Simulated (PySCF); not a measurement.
C3H4ClF. Atoms are numbered in the order given.

```xyz
9

C      0.2671     2.3993     0.0000
C      0.7048     0.9662     0.0000
C     -0.1345    -0.0695     0.0000
F     -1.4598     0.0697     0.0000
Cl     0.3445    -1.7344     0.0000
H      0.6564     2.9294     0.8859
H     -0.8279     2.4877     0.0000
H      0.6564     2.9294    -0.8859
H      1.7717     0.7346     0.0000
```
Charge 0, spin multiplicity 1.

Coordinates come from a B3LYP-D3(BJ)/def2-SVP optimisation.

The numbers are results of TDDFT-PBE/def2-SVPD (PySCF), not measurements.

Vertical excitations.  State labels are in the subgroup Cs.

Computed excitation energies, oscillator strengths and character:
| state | symmetry | energy (eV) | λ (nm) | f | main pairs |
|---|---|---|---|---|---|
| S1 | A" | 5.77 | 215 | 0.000 | HOMO→LUMO+1 97 % |
| S2 | A" | 6.05 | 205 | 0.000 | HOMO→LUMO+2 98 % |
| S3 | A' | 6.57 | 189 | 0.357 | HOMO→LUMO 88 % |
| S4 | A" | 6.90 | 180 | 0.000 | HOMO→LUMO+3 100 % |
| S5 | A" | 7.13 | 174 | 0.000 | HOMO−1→LUMO 99 % |
| S6 | A" | 7.31 | 170 | 0.001 | HOMO→LUMO+4 99 % |
| S7 | A' | 7.87 | 157 | 0.000 | HOMO→LUMO+5 58 %, HOMO−1→LUMO+1 30 %, HOMO−1→LUMO+2 10 % |
| S8 | A' | 7.92 | 157 | 0.034 | HOMO−1→LUMO+1 53 %, HOMO→LUMO+5 35 % |
| S9 | A" | 7.93 | 156 | 0.019 | HOMO→LUMO+6 99 % |
| S10 | A' | 8.02 | 155 | 0.018 | HOMO−1→LUMO+2 78 %, HOMO−1→LUMO+1 13 % |
| T1 | A' | 4.25 | 292 | 0 | HOMO→LUMO 98 % |
| T2 | A" | 5.34 | 232 | 0 | HOMO→LUMO+1 99 % |
| T3 | A" | 5.90 | 210 | 0 | HOMO→LUMO+2 100 % |
| T4 | A" | 6.82 | 182 | 0 | HOMO→LUMO+3 100 % |
Triplets are in the Tamm–Dancoff approximation, which puts them higher than full response would, so one can lie above its singlet here.
